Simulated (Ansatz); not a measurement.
**Ligand exchange: SiH2F2 + SnH2(CH3)(SiH3) → SiH2(SiH3)F + SnH2(CH3)F**

Species: SiH2F2 `F[SiH2]F`, singlet; SnH2(CH3)(SiH3), singlet; SiH2(SiH3)F, singlet; SnH2(CH3)F, singlet. The partners trade F for SiH3: Si–F and Sn–SiH3 bonds give way to Si–SiH3 and Sn–F.

Shapes, held fixed at every level: PBE0-D4/def2-TZVP. Programs: Ansatz 0.2.0. The zero-point and thermal change to 298 K, harmonic and unscaled (PBE0-D4/def2-TZVP), is -2.8 kJ/mol.

Task: Estimate ΔH(298 K) of this reaction.

Result: The highest level, CCSD(T)/def2-TZVPP, gives ΔH(298 K) = +127.0 kJ/mol; the levels span +105.6 to +135.7. The column of differences is taken from that level and isn't an error. No measured value is set beside it here. For atoms past krypton def2 sets carry core potentials with scalar relativity. Correlated rows may include outer-core shells of Sn, which these sets cover unevenly.

```tsv
level	kind	ΔH(298 K) (kJ/mol)	less CCSD(T)/def2-TZVPP
HF/def2-SVP	Hartree–Fock	+114.9	-12.1
HF/def2-TZVPP	Hartree–Fock	+123.5	-3.5
SPW92/def2-TZVPP	LDA	+118.7	-8.3
PBE-D4/def2-TZVPP	GGA	+105.6	-21.4
MP2/def2-TZVPP	perturbation theory	+135.7	+8.7
CCSD(T)/def2-SVP	coupled cluster or CI	+114.5	-12.5
CCSD/def2-SVP	coupled cluster or CI	+114.5	-12.5
CCSD(T)/def2-TZVPP	coupled cluster or CI	+127.0	0.0
```
